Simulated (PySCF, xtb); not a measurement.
propa-1,2-dienylcyclopropane (C6H8), SMILES C=C=CC1CC1. The values are those of a single conformer.

Harmonic wavenumbers (cm⁻¹) from GFN2-xTB (xtb) at its own minimum, in rising order: 65, 142, 291, 309, 335, 494, 581, 794, 841, 857, 861, 883, 954, 979, 1010, 1066, 1070, 1101, 1106, 1155, 1193, 1237, 1281, 1380, 1440, 1455, 1489, 2091, 3025, 3051, 3065, 3068, 3087, 3088, 3090, 3109.

Task: What does PBE-D3(BJ)/def2-SVP in PySCF give at its own minimum? (Estimate from the structure and the level; the computed values follow.)

Result: 75, 150, 296, 314, 335, 513, 592, 744, 798, 822, 845, 859, 891, 940, 958, 1010, 1018, 1070, 1075, 1140, 1165, 1191, 1239, 1348, 1384, 1421, 1455, 2021, 3039, 3042, 3060, 3064, 3100, 3122, 3150, 3161. Paired by order, the mean absolute difference is 30 cm⁻¹ and the zero-point energies are 73.0 and 72.1 kcal/mol.
